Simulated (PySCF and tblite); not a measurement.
The numbers below are computed, except where a source is named.
C7H14Si, numbered as in [CH2:1]=[C:2]1[CH2:3][CH2:4][CH2:5][CH2:6][C@@H:7]1[SiH3:8]. The ensemble was built from 60 distance-geometry starts (ETKDG and KDG, MMFF94s, GFN2-xTB) and rests on GFN2-xTB geometries. Energies: PBE0-D3(BJ)/def2-SVP (IEF-PCM, chloroform), with GFN2-xTB thermal terms (modes under about 100 cm⁻¹ blended into free rotors). Symmetry numbers and mirror images are counted. Conformers within 3 kcal/mol (GFN2-xTB free energy) were kept, 8 at most. GIAO shieldings: KT3/pcSseg-1 (IEF-PCM, chloroform). Shifts are against TMS (¹H), TMS (¹³C), TMS (²⁹Si) at the same level; of two unlike H on one atom, a is the less shielded. Codes: tblite and PySCF.

The 6-ring runs over atoms 2–3–4–5–6–7.

| conformer | shape | point group | mirror pair | ΔE(DFT) | Δ(G−E) at 350 K | δ H6a (ppm) |
| --- | --- | --- | --- | --- | --- | --- |
| 1 | 6-ring chair (Si8 axial) | C1 | no | 0.00 | 0.00 | 2.12 |
| 2 | 6-ring chair (all substituents equatorial) | C1 | no | 0.97 | 0.16 | 1.38 |
| 3 | 6-ring twist-boat (ring torsions 32, 30, -67, 37, 27, -64°) | C1 | no | 3.52 | -0.32 | 1.48 |

Energies in kcal/mol; the thermal term leaves out symmetry numbers and mirror images.

(1) Work out the weights at 350 K and the ¹H shift of H6a under fast exchange.

Answers

(1) RT = 0.696 kcal/mol. Each conformer gets RT ln(σ/g), with σ the rotational symmetry number and g = 2 for a mirror pair: 1: σ = 1, g = 1, G = 0.00 + 0.00 + 0.00 = 0.00, 0.00 above the lowest, exp(−ΔG/RT) = 1.000; 2: σ = 1, g = 1, G = 0.97 + 0.16 + 0.00 = 1.13, 1.13 above the lowest, exp(−ΔG/RT) = 0.198; 3: σ = 1, g = 1, G = 3.52 − 0.32 + 0.00 = 3.20, 3.20 above the lowest, exp(−ΔG/RT) = 0.010. The sum is 1.208, so the weights are 82.8, 16.4, 0.8 %. The averaged shift is 1.99 ppm. At 298.15 K it is 2.02 ppm. At 298.15 K the leading conformer alone gives 2.12 ppm and bare DFT energies give 2.00 ppm.
